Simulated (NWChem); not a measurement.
The numbers come from NWChem runs, not from measurements. System: CH3Li, charge 0, spin multiplicity 3, at the geometry of a parent with another charge or spin, in a state set for the comparison that need not be this species' ground state. Its SCF solution wasn't tested for a lower state. Level: UB3LYP/def2-TZVP, VWN1-RPA local correlation.

Input file:

```
start mol
memory heap 200 mb stack 900 mb global 1100 mb
geometry units angstroms nocenter noautoz
  Li     0.928723    -1.290739     0.000000
  C     -0.223106     0.310075     0.000000
  H     -0.894857     0.373886     0.879879
  H     -0.894857     0.373886    -0.879879
  H      0.342180     1.263994     0.000000
  symmetry group Cs
end
basis spherical
  * library def2-tzvp
end
dft
  xc b3lyp
  odft
  mult 3
  semidirect memsize 60000000 filesize 0
  iterations 100
end
task dft energy
```

Part of the output:

```
             Northwest Computational Chemistry Package (NWChem) 7.3.0
             --------------------------------------------------------

                                NWChem Input Module
                                -------------------

 Scaling coordinates for geometry "geometry" by  1.889725989
 (inverse scale =  0.529177249)

 Turning off AUTOSYM since
 SYMMETRY directive was detected!

                             Geometry "geometry" -> ""
                             -------------------------

 Output coordinates in angstroms (scale by  1.889725989 to convert to a.u.)

  No.       Tag          Charge          X              Y              Z
 ---- ---------------- ---------- -------------- -------------- --------------
    1 Li                   3.0000     0.92872300    -1.29073900     0.00000000
    2 C                    6.0000    -0.22310600     0.31007500     0.00000000
    3 H                    1.0000    -0.89485700     0.37388600     0.87987900
    4 H                    1.0000    -0.89485700     0.37388600    -0.87987900
    5 H                    1.0000     0.34218000     1.26399400     0.00000000

 Effective nuclear repulsion energy (a.u.)      16.1392696152

            Nuclear Dipole moment (a.u.)
            ----------------------------
        X                 Y               Z
 ---------------- ---------------- ----------------
    -0.0000018897    -0.0000018897     0.0000000000

      Symmetry information
      --------------------

 Group name             Cs
 Group number              2
 Group order               2
 No. of unique centers     4

      Symmetry unique atoms

     1    2    3    5


 Summary of "ao basis" -> "" (spherical)
 ------------------------------------------------------------------------------
       Tag                 Description            Shells   Functions and Types
 ---------------- ------------------------------  ------  ---------------------
 *                         def2-tzvp                  on all atoms

                                 NWChem DFT Module
                                 -----------------

 Summary of "ao basis" -> "ao basis" (spherical)
 ------------------------------------------------------------------------------
       Tag                 Description            Shells   Functions and Types
 ---------------- ------------------------------  ------  ---------------------
 Li                        def2-tzvp                 8       14   5s3p
 C                         def2-tzvp                11       31   5s3p2d1f
 H                         def2-tzvp                 4        6   3s1p

 Summary of "ao basis" -> "ao basis" (spherical)
 ------------------------------------------------------------------------------
       Tag                 Description            Shells   Functions and Types
 ---------------- ------------------------------  ------  ---------------------
 Li                        def2-tzvp                 8       14   5s3p
 C                         def2-tzvp                11       31   5s3p2d1f
 H                         def2-tzvp                 4        6   3s1p

      Symmetry analysis of basis
      --------------------------

        a'         43
        a"         20

            General Information
            -------------------
          SCF calculation type: DFT
          Wavefunction type:  spin polarized.
          No. of atoms     :     5
          No. of electrons :    12
           Alpha electrons :     7
            Beta electrons :     5
          Charge           :     0
          Spin multiplicity:     3
          Use of symmetry is: on ; symmetry adaption is: on
          Maximum number of iterations: 100
          AO basis - number of functions:    63
                     number of shells:    31
          Convergence on energy requested:  1.00D-06
          Convergence on density requested:  1.00D-05
          Convergence on gradient requested:  5.00D-04

              XC Information
              --------------
                         B3LYP Method XC Potential
                     Hartree-Fock (Exact) Exchange  0.200
                        Slater Exchange Functional  0.800 local
                    Becke 1988 Exchange Functional  0.720 non-local
              Lee-Yang-Parr Correlation Functional  0.810
                  VWN I RPA Correlation Functional  0.190 local

             Grid Information
             ----------------
          Grid used for XC integration:  medium
          Radial quadrature: Mura-Knowles
          Angular quadrature: Lebedev.
          Tag              B.-S. Rad. Rad. Pts. Rad. Cut. Ang. Pts.
          ---              ---------- --------- --------- ---------
          Li                  1.45       49          10.0       434
          C                   0.70       49          10.0       434
          H                   0.35       45          11.0       434
          Grid pruning is: on
          Number of quadrature shells:   188
          Spatial weights used:  Erf1

          Convergence Information
          -----------------------
          Convergence aids based upon iterative change in
          total energy or number of iterations.
          Levelshifting, if invoked, occurs when the
          HOMO/LUMO gap drops below (HL_TOL):  1.00D-02
          DIIS, if invoked, will attempt to extrapolate
          using up to (NFOCK): 10 stored Fock matrices.

                    Damping( 0%)  Levelshifting(0.5)       DIIS
                  --------------- ------------------- ---------------
          dE  on:    start            ASAP                start
[...]
    58      0.169691  5 H  s                 24      0.151120  2 C  py
    47     -0.119610  3 H  s                 53     -0.119610  4 H  s
    26      0.099808  2 C  px                60      0.086568  5 H  s

 Vector    6  Occ=1.000000D+00  E=-3.779353D-01  Symmetry=a'
              MO Center= -9.6D-02,  1.3D-01,  1.6D-16, r^2= 1.1D+00
   Bfn.  Coefficient  Atom+Function         Bfn.  Coefficient  Atom+Function
  ----- ------------  ---------------      ----- ------------  ---------------
    21      0.326345  2 C  py                24      0.317357  2 C  py
    20     -0.234821  2 C  px                23     -0.228353  2 C  px
    18     -0.220380  2 C  s                 27      0.186926  2 C  py
    26     -0.134502  2 C  px                19     -0.103220  2 C  s
    17     -0.087975  2 C  s                  2      0.082433  1 Li s

 Vector    7  Occ=1.000000D+00  E=-1.052222D-01  Symmetry=a'
              MO Center=  1.3D+00, -1.8D+00, -6.4D-15, r^2= 5.5D+00
   Bfn.  Coefficient  Atom+Function         Bfn.  Coefficient  Atom+Function
  ----- ------------  ---------------      ----- ------------  ---------------
     5      0.679681  1 Li s                  4      0.496627  1 Li s
    19     -0.436945  2 C  s                 10     -0.124018  1 Li py
    18     -0.120848  2 C  s                  2     -0.113254  1 Li s
    48      0.107551  3 H  s                 54      0.107551  4 H  s
    60      0.107546  5 H  s                  3     -0.101671  1 Li s

 Vector    8  Occ=0.000000D+00  E=-1.054581D-02  Symmetry=a"
              MO Center=  9.7D-01, -1.3D+00, -1.6D-10, r^2= 5.3D+00
   Bfn.  Coefficient  Atom+Function         Bfn.  Coefficient  Atom+Function
  ----- ------------  ---------------      ----- ------------  ---------------
    11      0.967285  1 Li pz                48     -0.161054  3 H  s
    54      0.161054  4 H  s                  8      0.139314  1 Li pz
    47     -0.080118  3 H  s                 53      0.080118  4 H  s
    46     -0.037506  3 H  s                 52      0.037506  4 H  s
    22     -0.035599  2 C  pz                35     -0.031403  2 C  d -1

 Vector    9  Occ=0.000000D+00  E=-1.054558D-02  Symmetry=a'
              MO Center=  9.4D-01, -1.3D+00,  1.6D-10, r^2= 5.3D+00
   Bfn.  Coefficient  Atom+Function         Bfn.  Coefficient  Atom+Function
  ----- ------------  ---------------      ----- ------------  ---------------
     9      0.785167  1 Li px                10      0.564931  1 Li py
    60     -0.185990  5 H  s                  6      0.113085  1 Li px
    48      0.092979  3 H  s                 54      0.092979  4 H  s
    59     -0.092513  5 H  s                  7      0.081366  1 Li py
    47      0.046257  3 H  s                 53      0.046257  4 H  s

 Vector   10  Occ=0.000000D+00  E= 5.096057D-03  Symmetry=a'
              MO Center=  1.2D-01, -1.7D-01,  3.4D-15, r^2= 8.0D+00
   Bfn.  Coefficient  Atom+Function         Bfn.  Coefficient  Atom+Function
  ----- ------------  ---------------      ----- ------------  ---------------
    19      2.807734  2 C  s                 48     -0.939726  3 H  s
    54     -0.939726  4 H  s                 60     -0.939714  5 H  s
    10     -0.796902  1 Li py                 9      0.573373  1 Li px
     5     -0.566616  1 Li s                 17      0.241446  2 C  s
    27      0.104316  2 C  py                16     -0.091012  2 C  s

                     DFT Final Beta Molecular Orbital Analysis
                     -----------------------------------------

 Vector    3  Occ=1.000000D+00  E=-7.207492D-01  Symmetry=a'
              MO Center= -3.6D-01,  5.0D-01,  1.0D-15, r^2= 9.6D-01
   Bfn.  Coefficient  Atom+Function         Bfn.  Coefficient  Atom+Function
  ----- ------------  ---------------      ----- ------------  ---------------
    18      0.344140  2 C  s                 17      0.313010  2 C  s
    16     -0.197837  2 C  s                 19      0.107827  2 C  s
    47      0.107293  3 H  s                 53      0.107293  4 H  s
    59      0.107293  5 H  s                 46      0.096561  3 H  s
    52      0.096561  4 H  s                 58      0.096560  5 H  s

 Vector    4  Occ=1.000000D+00  E=-4.475415D-01  Symmetry=a"
              MO Center= -5.3D-01,  3.4D-01,  3.5D-11, r^2= 1.2D+00
   Bfn.  Coefficient  Atom+Function         Bfn.  Coefficient  Atom+Function
  ----- ------------  ---------------      ----- ------------  ---------------
    22      0.330893  2 C  pz                25      0.245070  2 C  pz
    47      0.213247  3 H  s                 53     -0.213247  4 H  s
    46      0.149730  3 H  s                 52     -0.149730  4 H  s
    28      0.129562  2 C  pz                48      0.081280  3 H  s
    54     -0.081280  4 H  s

 Vector    5  Occ=1.000000D+00  E=-4.475403D-01  Symmetry=a'
              MO Center= -1.5D-01,  6.2D-01, -3.5D-11, r^2= 1.2D+00
   Bfn.  Coefficient  Atom+Function         Bfn.  Coefficient  Atom+Function
  ----- ------------  ---------------      ----- ------------  ---------------
    20      0.268588  2 C  px                59      0.246237  5 H  s
    23      0.198924  2 C  px                21      0.193263  2 C  py
    58      0.172894  5 H  s                 24      0.143137  2 C  py
    47     -0.123118  3 H  s                 53     -0.123118  4 H  s
    26      0.105167  2 C  px                60      0.093854  5 H  s

 Vector    6  Occ=0.000000D+00  E=-2.022836D-01  Symmetry=a'
              MO Center= -5.6D-02,  7.8D-02, -1.7D-15, r^2= 1.5D+00
   Bfn.  Coefficient  Atom+Function         Bfn.  Coefficient  Atom+Function
  ----- ------------  ---------------      ----- ------------  ---------------
    19      0.297352  2 C  s                 27     -0.290802  2 C  py
    21     -0.272832  2 C  py                24     -0.246940  2 C  py
    26      0.209244  2 C  px                20      0.196316  2 C  px
    23      0.177685  2 C  px                18      0.170601  2 C  s
     2     -0.098771  1 Li s                 17      0.092874  2 C  s

 Vector    7  Occ=0.000000D+00  E=-3.297013D-02  Symmetry=a'
              MO Center=  7.0D-01, -9.7D-01,  1.2D-14, r^2= 8.4D+00
   Bfn.  Coefficient  Atom+Function         Bfn.  Coefficient  Atom+Function
  ----- ------------  ---------------      ----- ------------  ---------------
    19      1.295645  2 C  s                  5     -0.990448  1 Li s
    48     -0.392632  3 H  s                 54     -0.392632  4 H  s
    60     -0.392636  5 H  s                  4     -0.243763  1 Li s
    10     -0.165436  1 Li py                17      0.151360  2 C  s
     9      0.119014  1 Li px                18      0.112174  2 C  s

 Vector    8  Occ=0.000000D+00  E= 2.196634D-02  Symmetry=a'
              MO Center=  8.5D-01, -1.3D+00, -6.3D-17, r^2= 5.1D+00
   Bfn.  Coefficient  Atom+Function         Bfn.  Coefficient  Atom+Function
  ----- ------------  ---------------      ----- ------------  ---------------
     9      0.723448  1 Li px                10      0.520649  1 Li py
    60     -0.318018  5 H  s                 26      0.191499  2 C  px
    48      0.159020  3 H  s                 54      0.159020  4 H  s
    59     -0.148229  5 H  s                 27      0.137838  2 C  py
     6      0.130449  1 Li px                 7      0.093870  1 Li py

   alpha - beta orbital overlaps
   -----------------------------

   alpha      1      2      3      4      5      6      7      8      9     10
    beta      1      2      3      4      5      6      7      9      8     10
 overlap   1.000  1.000  0.996  1.000  1.000  0.985  0.922  0.997  0.997  0.919

   alpha     11     12     13     14     15     16     17     18     19     20
    beta     12     11     13     14     16     15     17     18     19     20
 overlap   0.998  0.998  0.988  0.986  0.997  0.997  0.987  0.990  0.987  0.987

   alpha     21     22     23     24     25     26     27     28     29     30
    beta     22     21     23     24     25     26     29     28     27     30
 overlap   0.984  0.984  0.992  0.997  0.994  0.994  0.998  0.999  0.999  0.995

   alpha     31     32     33     34     35     36     37     38     39     40
    beta     31     32     33     34     35     36     37     38     39     40
 overlap   1.000  1.000  0.999  1.000  1.000  1.000  0.996  1.000  1.000  0.999

   alpha     41     42     43     44     45     46     47     48     49     50
    beta     41     42     43     44     45     46     47     48     49     50
 overlap   0.999  1.000  1.000  0.999  0.999  0.947  0.950  0.997  0.997  0.998

   alpha     51     52     53     54     55     56     57     58     59     60
    beta     51     52     53     55     54     56     57     58     59     60
 overlap   0.998  1.000  0.997  0.999  0.999  1.000  1.000  1.000  1.000  1.000

   alpha     61     62     63
    beta     61     62     63
 overlap   1.000  1.000  1.000

     --------------------------
     Expectation value of S2:
     --------------------------
      <S2> =      2.0024 (Exact =     2.0000)

 center of mass
 --------------
 x =   0.20404962 y =  -0.28358713 z =   0.00000000

 moments of inertia (a.u.)
 ------------------
          56.417707480898          32.574768358643           0.000000000000
          32.574768358643          34.583610503183           0.000000000000
           0.000000000000           0.000000000000          79.856096711645

     Multipole analysis of the density
     ---------------------------------

     L   x y z        total         alpha         beta         nuclear
     -   - - -        -----         -----         ----         -------
     0   0 0 0     -0.000000     -7.000000     -5.000000     12.000000

     1   1 0 0     -0.993047     -1.648530      0.655486     -0.000002
     1   0 1 0      1.380149      2.291137     -0.910986     -0.000002
     1   0 0 1      0.000000      0.000000     -0.000000      0.000000

     2   2 0 0    -14.817972    -22.302500     -8.959730     16.444259
     2   1 1 0      3.078072     13.221114      5.026589    -15.169632
     2   1 0 1     -0.000000      0.000000     -0.000000      0.000000
     2   0 2 0    -16.881160    -31.164324    -12.328989     26.612153
     2   0 1 1     -0.000000     -0.000000     -0.000000      0.000000
     2   0 0 2    -12.603227    -12.789582     -5.342989      5.529344

 Task  times  cpu:        0.6s     wall:        0.6s

 Total times  cpu:        0.6s     wall:        0.6s
```
